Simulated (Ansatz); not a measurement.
`[Cl][Sn][Br]` + H₂S → `[SH][Sn][Cl]` + HBr at 700 K and 1 bar (ligand exchange at the Sn–Br bond).

Isolated molecules relaxed with PBE0-D4/def2-TZVP in Ansatz; ΔE leaves out vibrations. CCSD(T)/CBS adds triple-zeta CCSD(T) − MP2 to the extrapolated MP2 energy (def2 sets, frozen cores). This one scheme is used for every species. Elements past krypton have def2 core potentials. For Br, Sn outer-core shells are correlated without core-valence functions, which leaves a few kJ/mol of doubt a bond. Scalar relativity is left out up to krypton. One conformer a species, not always the lowest.

```tsv
species	CCSD(T)/CBS energy (Eh)	H − E (kJ/mol)	S (J/(mol·K))
`[Cl][Sn][Br]`	-3247.23683	41.1	371.6
H₂S	-398.97279	64.8	236.9
`[SH][Sn][Cl]`	-1072.27294	70.1	379.1
HBr	-2573.91920	36.5	223.7
```

H − E and S are ideal-gas, rigid-rotor, harmonic terms from PBE0-D4/def2-TZVP, for one conformer and one mirror image of each species. 1 Eh = 2625.50 kJ/mol, R = 8.31446 J/(mol·K).

Task: By hand: ΔE, ΔH, ΔS and ΔG.

Result: ΔE = (-1072.27294) + (-2573.91920) − (-3247.23683) − (-398.97279) = 0.01748 Eh = 45.9 kJ/mol. Δ(H − E) = 70.1 + 36.5 − 41.1 − 64.8 = 0.7, so ΔH = 46.6 kJ/mol. ΔS = 379.1 + 223.7 − 371.6 − 236.9 = -5.7 J/(mol·K). ΔG = 46.6 − 700 × (-5.7)/1000 = 50.6 kJ/mol.

Task: By hand: the equilibrium constant, and the temperature at which ΔG would vanish if ΔH and ΔS stayed fixed.

Result: log₁₀ K = −ΔG/(RT ln 10) = -3.8. ΔH and −TΔS have one sign here, so there is no such temperature.

The number of gas molecules stays the same, so ΔS is small and ΔH decides. A doubt of 5 kJ/mol in ΔE shifts log₁₀ K by 0.4 here. Other conformers and mirror images would add mixing entropy, several J/(mol·K) or more a flexible species. These are equilibria of isolated gas molecules and say nothing of rates. Largest T1 diagnostic: 0.015 (customary marks: 0.02 for closed shells, 0.045 for open ones).

ΔS is within the doubt of such terms, so its sign, and with it that verdict, could turn.
